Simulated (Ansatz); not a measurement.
A nudged elastic band was laid between two geometries of C2H8Al2S (13 atoms, charge 0, multiplicity 1).

These are results of RHF/6-31G (Ansatz 0.2.0), not measurements.

```
movable images  : 7
climbing image  : yes
spring          : 5.0 eV/Å²
optimiser       : quadratic models (default)
start path      : IDPP
force threshold : 0.05 eV/Å
iteration limit : 55
end points      : relaxed
```

Image 0:

```xyz
13
Properties=species:S:1:pos:R:3
C -2.709 -0.736 -0.135
Al -0.930 -0.479 0.697
C 0.744 -0.881 -0.296
S 0.932 0.932 -0.977
Al 2.795 1.827 -0.074
H -2.904 -1.789 -0.327
H -2.765 -0.221 -1.091
H -3.508 -0.358 0.496
H -0.723 0.080 2.188
H 0.691 -1.514 -1.167
H 1.619 -1.129 0.287
H 3.690 0.887 0.848
H 3.087 3.346 -0.434
```

Image 8:

```xyz
13
Properties=species:S:1:pos:R:3
C -2.592 -1.076 -0.229
Al -0.814 -0.766 0.586
C 0.824 -0.645 -0.533
S 0.722 1.289 -0.715
Al 2.528 2.179 0.302
H -3.399 -0.869 0.467
H -2.695 -2.110 -0.556
H -2.732 -0.448 -1.104
H -0.581 -0.588 2.163
H 0.791 -1.033 -1.539
H 1.763 -0.905 -0.068
H 3.613 1.172 0.889
H 2.592 3.764 0.352
```

Question: What changes between the two ends?

Answer: No bond is made or broken. The dihedral H8–C1–Al2–H9 goes from 6 to 135°.

Question: What energy profile does the band end with?

Answer: The forces met the threshold. The highest image is number 5 of 0 to 8, 0.2 kJ/mol above the ends, which have the same energy within 2 meV. The top lies less than 8 meV above the higher end, about what the thresholds resolve: the motion is nearly free. A vibrational analysis at the climbing image gives no mode beyond 40i cm⁻¹: the surface is too flat there to confirm a saddle point. Limits of this set-up: no polarisation functions.

```json
{"image": "0", "path coordinate (Å)": "0.00", "energy (kJ/mol)": "0.0", "dihedral H8–C1–Al2–H9 (°)": "6"}
{"image": "1", "path coordinate (Å)": "0.47", "energy (kJ/mol)": "0.0", "dihedral H8–C1–Al2–H9 (°)": "22"}
{"image": "2", "path coordinate (Å)": "0.93", "energy (kJ/mol)": "0.1", "dihedral H8–C1–Al2–H9 (°)": "38"}
{"image": "3", "path coordinate (Å)": "1.40", "energy (kJ/mol)": "0.1", "dihedral H8–C1–Al2–H9 (°)": "54"}
{"image": "4", "path coordinate (Å)": "1.86", "energy (kJ/mol)": "0.2", "dihedral H8–C1–Al2–H9 (°)": "70"}
{"image": "5", "path coordinate (Å)": "2.32", "energy (kJ/mol)": "0.2", "dihedral H8–C1–Al2–H9 (°)": "86"}
{"image": "6", "path coordinate (Å)": "2.78", "energy (kJ/mol)": "0.1", "dihedral H8–C1–Al2–H9 (°)": "102"}
{"image": "7", "path coordinate (Å)": "3.24", "energy (kJ/mol)": "0.0", "dihedral H8–C1–Al2–H9 (°)": "119"}
{"image": "8", "path coordinate (Å)": "3.70", "energy (kJ/mol)": "0.0", "dihedral H8–C1–Al2–H9 (°)": "135"}
```

Question: What is the geometry of the highest image?

Answer: 
```xyz
13
Properties=species:S:1:pos:R:3
C -2.588 -1.080 -0.333
Al -0.809 -0.824 0.501
C 0.846 -0.602 -0.575
S 0.723 1.342 -0.612
Al 2.511 2.169 0.486
H -3.225 -1.704 0.288
H -2.519 -1.536 -1.316
H -3.093 -0.123 -0.453
H -0.607 -0.752 2.091
H 0.837 -0.912 -1.608
H 1.781 -0.884 -0.114
H 3.597 1.127 1.003
H 2.565 3.746 0.656
```

Run time: 100 s on 1 thread of AMD EPYC 7R43 64-Core Processor (Zen 3), with other jobs on the host, peak memory 0.16 GiB.
